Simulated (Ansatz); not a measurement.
Ansatz (a quantum-chemistry and plane-wave program) input:

Ansatz 0.2 input:
```yaml
crystal:
  periodic: [false, false, false]
  atoms:
    - {symbol: Si, position_ang: [-0.11180142, 0.56140196, -0.19446900]}
    - {symbol: Cl, position_ang: [0.46911317, -0.94452903, -1.49550862]}
    - {symbol: Cl, position_ang: [0.73431611, 0.20268860, 1.66386462]}
    - {symbol: C, position_ang: [-1.97669419, 0.53176211, -0.02716417]}
    - {symbol: H, position_ang: [-2.44301847, 0.70007815, -0.99823121]}
    - {symbol: H, position_ang: [-2.30311424, 1.30527732, 0.66845352]}
    - {symbol: H, position_ang: [-2.28678008, -0.44426828, 0.35327678]}
basis:
  gaussian:
    orbitals: def2-TZVPD
hamiltonian:
  xc: {name: r2SCANh}
magnetization: {spin_polarized: true, initial_magnetization: 1}
output: {forces: true}
```

Task: What final total energy does it print?

Result: -1249.81675 Eh (r2SCANh/def2-TZVPD). The basis has 199 functions.

It need not be the lowest isomer of its formula.
